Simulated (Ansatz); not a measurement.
`[AsH2][InH2]` + NH₃ → `N[AsH2]` + `[InH3]` at 600 K and 1 bar (cleavage of the As–In bond).

Isolated molecules relaxed with PBE0-D4/def2-TZVP in Ansatz; ΔE leaves out vibrations. CBS: MP2 limit from def2 TZ/QZ plus the TZ coupled-cluster correction, frozen cores. This one scheme is used for every species. def2 core potentials past Kr. For As, In outer-core shells are correlated without core-valence functions, which leaves a few kJ/mol of doubt a bond. Scalar relativity is left out up to krypton.

```json
{"species": "`[AsH2][InH2]`", "CCSD(T)/CBS energy (Eh)": "-2427.20683", "H − E (kJ/mol)": "114.0", "S (J/(mol·K))": "377.1"}
{"species": "NH₃", "CCSD(T)/CBS energy (Eh)": "-56.50880", "H − E (kJ/mol)": "112.4", "S (J/(mol·K))": "219.5"}
{"species": "`N[AsH2]`", "CCSD(T)/CBS energy (Eh)": "-2292.09958", "H − E (kJ/mol)": "143.7", "S (J/(mol·K))": "315.6"}
{"species": "`[InH3]`", "CCSD(T)/CBS energy (Eh)": "-191.56739", "H − E (kJ/mol)": "71.1", "S (J/(mol·K))": "266.1"}
```

H − E and S are ideal-gas, rigid-rotor, harmonic terms from PBE0-D4/def2-TZVP, for one conformer and one mirror image of each species. 1 Eh = 2625.50 kJ/mol, R = 8.31446 J/(mol·K).

**Question.** By hand: ΔE, ΔH, ΔS and ΔG.

**Answer.** ΔE = (-2292.09958) + (-191.56739) − (-2427.20683) − (-56.50880) = 0.04866 Eh = 127.8 kJ/mol. Δ(H − E) = 143.7 + 71.1 − 114.0 − 112.4 = -11.6, so ΔH = 116.2 kJ/mol. ΔS = 315.6 + 266.1 − 377.1 − 219.5 = -14.9 J/(mol·K). ΔG = 116.2 − 600 × (-14.9)/1000 = 125.1 kJ/mol.

**Question.** By hand: the equilibrium constant, and the temperature at which ΔG would vanish if ΔH and ΔS stayed fixed.

**Answer.** log₁₀ K = −ΔG/(RT ln 10) = -10.9. ΔH and −TΔS have one sign here, so there is no such temperature.

The number of gas molecules stays the same, so ΔS is small and ΔH decides. A doubt of 5 kJ/mol in ΔE shifts log₁₀ K by 0.4 here. Other conformers and mirror images would add mixing entropy, several J/(mol·K) or more a flexible species. These are equilibria of isolated gas molecules and say nothing of rates. Largest T1 diagnostic: 0.014 (customary marks: 0.02 for closed shells, 0.045 for open ones).
